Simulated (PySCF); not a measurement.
PySCF input (HF/6-311++G(2d,2p)):

```python
import numpy as np, basis_set_exchange as bse
from pyscf import gto, scf, dft, df
from pyscf.prop.polarizability import rhf as pol

basis = {'H': gto.basis.parse(bse.get_basis('6-311++G(2d,2p)', elements=['H'], fmt='nwchem')), 'Si': gto.basis.parse(bse.get_basis('6-311++G(2d,2p)', elements=['Si'], fmt='nwchem'))}
mol = gto.M(
    atom='''
    Si    0.00714127    1.04995696    0.80957954
    H    -0.41840924    1.86076314   -0.40814884
    Si    0.01975272   -0.90056355   -0.58375403
    H     0.97687736   -0.69981080   -1.70695297
    H    -1.33626862   -1.10126450   -1.16589692
    H     0.40128468   -2.15119550    0.11944169
    ''',
    basis=basis,
    charge=0,
    verbose=4,
    max_memory=7359,
)
mf = scf.RHF(mol)
mf = mf.density_fit(auxbasis=df.autoaux(mol))
mf.conv_tol = 1e-9
mf.max_cycle = 100
print('smallest overlap eigenvalue', np.linalg.eigvalsh(mol.intor('int1e_ovlp'))[0])
mf.kernel()
dip = mf.dip_moment()
p = pol.Polarizability(mf)
p.max_cycle_cphf = 60
alpha = p.polarizability()
print('polarisability/bohr^3', alpha.trace() / 3)
```

Output:

```
PySCF version 2.14.0

[INPUT] verbose = 4
[INPUT] num. atoms = 6
[INPUT] num. electrons = 32
[INPUT] charge = 0
[INPUT] spin (= nelec alpha-beta = 2S) = 0
[INPUT] symmetry False subgroup None
[INPUT] Mole.unit = angstrom
[INPUT] Symbol           X                Y                Z      unit          X                Y                Z       unit  Magmom
[INPUT]  1 Si     0.007141270000   1.049956960000   0.809579540000 AA    0.013495044482   1.984131096981   1.529883606651 Bohr   0.0
[INPUT]  2 H     -0.418409240000   1.860763140000  -0.408148840000 AA   -0.790678871587   3.516332717286  -0.771289525659 Bohr   0.0
[INPUT]  3 Si     0.019752720000  -0.900563550000  -0.583754030000 AA    0.037327231015  -1.701818467266  -1.103135240811 Bohr   0.0
[INPUT]  4 H      0.976877360000  -0.699810800000  -1.706952970000 AA    1.846030667688  -1.322450751013  -3.225673620813 Bohr   0.0
[INPUT]  5 H     -1.336268620000  -1.101264500000  -1.165896920000 AA   -2.525181720651  -2.081088295706  -2.203225868274 Bohr   0.0
[INPUT]  6 H      0.401284680000  -2.151195500000   0.119441690000 AA    0.758318143184  -4.065170335397   0.225712081955 Bohr   0.0

nuclear repulsion = 73.6896402186774
number of shells = 54
number of NR pGTOs = 156
number of NR cGTOs = 110
basis = {'H': [[0, [33.865, 0.0254938], [5.09479, 0.190373], [1.15879, 0.852161]], [0, [0.32584, 1.0]], [0, [0.102741, 1.0]], [0, [0.036, 1.0]], [1, [1.5, 1.0]], [1, [0.375, 1.0]]], 'Si': [[0, [69379.23, 0.000757], [10354.94, 0.005932], [2333.8796, 0.031088], [657.14295, 0.124967], [214.30113, 0.386897], [77.629168, 0.554888]], [0, [77.629168, 0.177881], [30.630807, 0.627765], [12.801295, 0.247623]], [0, [3.926866, 1.0]], [0, [1.452343, 1.0]], [0, [0.256234, 1.0]], [0, [0.094279, 1.0]], [0, [0.0331, 1.0]], [1, [335.48319, 0.008866], [78.900366, 0.068299], [24.98815, 0.290958], [9.219711, 0.732117]], [1, [3.62114, 0.619879], [1.45131, 0.439148]], [1, [0.504977, 1.0]], [1, [0.186317, 1.0]], [1, [0.065432, 1.0]], [1, [0.0331, 1.0]], [2, [0.9, 1.0]], [2, [0.225, 1.0]]]}
ecp = {}
ETB for Si: l = 0, exps = 0.0662 * 1.8^n , n = 0..20
ETB for Si: l = 1, exps = 0.0662 * 1.8^n , n = 0..17
ETB for Si: l = 2, exps = 0.0662 * 1.8^n , n = 0..16
ETB for Si: l = 3, exps = 0.2581 * 2.2^n , n = 0..6
ETB for H: l = 0, exps = 0.072 * 1.8^n , n = 0..12
ETB for H: l = 1, exps = 0.411 * 2^n , n = 0..3
ETB for H: l = 2, exps = 0.75 * 2.2^n , n = 0..2
smallest overlap eigenvalue 0.0005587629415650866

******** <class 'pyscf.df.df_jk.DFRHF'> ********
method = DFRHF
initial guess = minao
damping factor = 0
level_shift factor = 0
DIIS = <class 'pyscf.scf.diis.CDIIS'>
diis_start_cycle = 1
diis_space = 8
diis_damp = 0
SCF conv_tol = 1e-09
SCF conv_tol_grad = None
SCF max_cycles = 100
direct_scf = False
Set gradient conv threshold to 3.16228e-05
Initial guess from minao.
******** <class 'pyscf.df.df.DF'> ********
auxbasis = {'Si': [[0, [np.float64(8439.332375254207), 1]], [0, [np.float64(4688.517986252337), 1]], [0, [np.float64(2604.7322145846315), 1]], [0, [np.float64(1447.0734525470177), 1]], [0, [np.float64(803.9296958594541), 1]], [0, [np.float64(446.6276088108079), 1]], [0, [np.float64(248.1264493393377), 1]], [0, [np.float64(137.84802741074316), 1]], [0, [np.float64(76.58223745041288), 1]], [0, [np.float64(42.54568747245159), 1]], [0, [np.float64(23.636493040250883), 1]], [0, [np.float64(13.131385022361602), 1]], [0, [np.float64(7.295213901312001), 1]], [0, [np.float64(4.0528966118400005), 1]], [0, [np.float64(2.2516092288), 1]], [0, [np.float64(1.2508940160000002), 1]], [0, [np.float64(0.69494112), 1]], [0, [np.float64(0.38607840000000004), 1]], [0, [np.float64(0.21448799999999998), 1]], [0, [np.float64(0.11915999999999999), 1]], [0, [np.float64(0.0662), 1]], [1, [np.float64(1447.0734525470177), 1]], [1, [np.float64(803.9296958594541), 1]], [1, [np.float64(446.6276088108079), 1]], [1, [np.float64(248.1264493393377), 1]], [1, [np.float64(137.84802741074316), 1]], [1, [np.float64(76.58223745041288), 1]], [1, [np.float64(42.54568747245159), 1]], [1, [np.float64(23.636493040250883), 1]], [1, [np.float64(13.131385022361602), 1]], [1, [np.float64(7.295213901312001), 1]], [1, [np.float64(4.0528966118400005), 1]], [1, [np.float64(2.2516092288), 1]], [1, [np.float64(1.2508940160000002), 1]], [1, [np.float64(0.69494112), 1]], [1, [np.float64(0.38607840000000004), 1]], [1, [np.float64(0.21448799999999998), 1]], [1, [np.float64(0.11915999999999999), 1]], [1, [np.float64(0.0662), 1]], [2, [np.float64(803.9296958594541), 1]], [2, [np.float64(446.6276088108079), 1]], [2, [np.float64(248.1264493393377), 1]], [2, [np.float64(137.84802741074316), 1]], [2, [np.float64(76.58223745041288), 1]], [2, [np.float64(42.54568747245159), 1]], [2, [np.float64(23.636493040250883), 1]], [2, [np.float64(13.131385022361602), 1]], [2, [np.float64(7.295213901312001), 1]], [2, [np.float64(4.0528966118400005), 1]], [2, [np.float64(2.2516092288), 1]], [2, [np.float64(1.2508940160000002), 1]], [2, [np.float64(0.69494112), 1]], [2, [np.float64(0.38607840000000004), 1]], [2, [np.float64(0.21448799999999998), 1]], [2, [np.float64(0.11915999999999999), 1]], [2, [np.float64(0.0662), 1]], [3, [np.float64(29.263353222400013), 1]], [3, [np.float64(13.301524192000004), 1]], [3, [np.float64(6.046147360000002), 1]], [3, [np.float64(2.7482488000000007), 1]], [3, [np.float64(1.2492040000000002), 1]], [3, [np.float64(0.56782), 1]], [3, [np.float64(0.2581), 1]]], 'H': [[0, [np.float64(83.2918594626847), 1]], [0, [np.float64(46.27325525704705), 1]], [0, [np.float64(25.707364031692805), 1]], [0, [np.float64(14.281868906496003), 1]], [0, [np.float64(7.934371614720002), 1]], [0, [np.float64(4.4079842304), 1]], [0, [np.float64(2.448880128), 1]], [0, [np.float64(1.36048896), 1]], [0, [np.float64(0.7558271999999999), 1]], [0, [np.float64(0.419904), 1]], [0, [np.float64(0.23328), 1]], [0, [np.float64(0.1296), 1]], [0, [np.float64(0.072), 1]], [1, [np.float64(3.288), 1]], [1, [np.float64(1.644), 1]], [1, [np.float64(0.822), 1]], [1, [np.float64(0.411), 1]], [2, [np.float64(3.630000000000001), 1]], [2, [np.float64(1.6500000000000001), 1]], [2, [np.float64(0.75), 1]]]}
init E= -579.704967135729
  HOMO = -0.190961743723111  LUMO = -0.0799328179415907  gap/eV = 3.02125
cycle= 1 E= -580.102102657409  delta_E= -0.397  |g|= 0.232  |ddm|= 1.73
  HOMO = -0.343177546912367  LUMO = -0.0355696623324639  gap/eV = 8.37044
cycle= 2 E= -580.129887330686  delta_E= -0.0278  |g|= 0.0745  |ddm|= 0.433
  HOMO = -0.320088170620921  LUMO = -0.00843982647352919  gap/eV = 8.48038
cycle= 3 E= -580.132845107038  delta_E= -0.00296  |g|= 0.0259  |ddm|= 0.132
  HOMO = -0.321911494937565  LUMO = -0.00755473568306931  gap/eV = 8.55408
cycle= 4 E= -580.133350443366  delta_E= -0.000505  |g|= 0.00479  |ddm|= 0.0665
  HOMO = -0.323533037707838  LUMO = -0.00889555763181504  gap/eV = 8.56172
cycle= 5 E= -580.133378597819  delta_E= -2.82e-05  |g|= 0.00137  |ddm|= 0.0172
  HOMO = -0.323390743366244  LUMO = -0.00872253048609495  gap/eV = 8.56256
cycle= 6 E= -580.133381003595  delta_E= -2.41e-06  |g|= 0.000241  |ddm|= 0.00593
  HOMO = -0.323400336082119  LUMO = -0.00873160731995881  gap/eV = 8.56257
cycle= 7 E= -580.133381066662  delta_E= -6.31e-08  |g|= 6.28e-05  |ddm|= 0.000849
  HOMO = -0.323395134252724  LUMO = -0.00872825997174353  gap/eV = 8.56252
cycle= 8 E= -580.133381070154  delta_E= -3.49e-09  |g|= 1.77e-05  |ddm|= 0.000172
  HOMO = -0.323393868549653  LUMO = -0.0087285927200087  gap/eV = 8.56248
cycle= 9 E= -580.133381070504  delta_E= -3.5e-10  |g|= 5.01e-06  |ddm|= 5.63e-05
  HOMO = -0.323393759899512  LUMO = -0.0087285857814243  gap/eV = 8.56248
Extra cycle  E= -580.133381070533  delta_E= -2.91e-11  |g|= 2.46e-06  |ddm|= 1.31e-05
converged SCF energy = -580.133381070533
Dipole moment(X, Y, Z, Debye): -0.04602,  0.14257, -0.09094
Isotropic polarizability 61.5409360146
Polarizability anisotropy 19.5787497047
polarisability/bohr^3 61.540936014595474
```
